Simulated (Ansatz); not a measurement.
## C2H8OSi (SMILES CC[SiH2]O): the HOMO–LUMO gap, rung by rung

C2H8OSi has 12 atoms, charge 0, and is taken as a singlet. As SMILES, `CC[SiH2]O`. Geometry: relaxed at PBE0-D4/def2-TZVP. This is one conformer, not always the lowest.

Each level gives the HOMO–LUMO gap (eV). The values are calculated.

| level | kind | program | value (eV) | CPU time |
| --- | --- | --- | --- | --- |
| HF/cc-pVDZ | Hartree–Fock | Ansatz | 15.51 | 1.8 s |
| SVWN5/cc-pVDZ | LDA | Ansatz | 6.31 | 2.7 s |
| PBE/cc-pVDZ | GGA | Ansatz | 6.45 | 3.4 s |
| r2SCAN/cc-pVDZ | meta-GGA | Ansatz | 7.33 | 5.9 s |
| r2SCAN0/cc-pVDZ | hybrid meta-GGA | Ansatz | 9.38 | 6.2 s |
| CAM-B3LYP/cc-pVDZ | range-separated hybrid | Ansatz | 11.18 | 4.2 s |
| HSE06/cc-pVDZ | range-separated hybrid | Ansatz | 8.05 | 4 s |
| wB97M-V/cc-pVDZ | range-separated hybrid | Ansatz | 12.86 | 31 s |

The values span 6.31 to 15.51 eV. Orbital gaps aren't excitation energies; they tend to grow with the share of exact exchange. Times are those of the runs behind each value, whatever else they computed, on shared processors of several kinds: orders of magnitude only.
